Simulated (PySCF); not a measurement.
Vertical excitations of a molecule CH6FNOSi2 from TDA-PBE/def2-SVPD (PySCF), as energy in eV (oscillator strength): 4.97 (0.008), 5.25 (0.004), 5.53 (0.013), 5.77 (0.007), 6.01 (0.024), 6.06 (0.058), 6.15 (0.012), 6.20 (0.009), 6.42 (0.026), 6.46 (0.010). Lowest triplet (TDA): 4.46 eV. The structure is a stationary point at PBE0-D3(BJ)/def2-SVP. One conformer was computed; it need not be the lowest.

**Question.** Which structure fits?
A. O[SiH2]/N=C/[SiH2]F
B. N[Si@@H]1OC[Si@@H]1F
C. O[Si@@H](F)/N=C/[SiH3]
D. CN1[SiH2]O[Si@@H]1F

**Answer.** B, N[Si@@H]1OC[Si@@H]1F
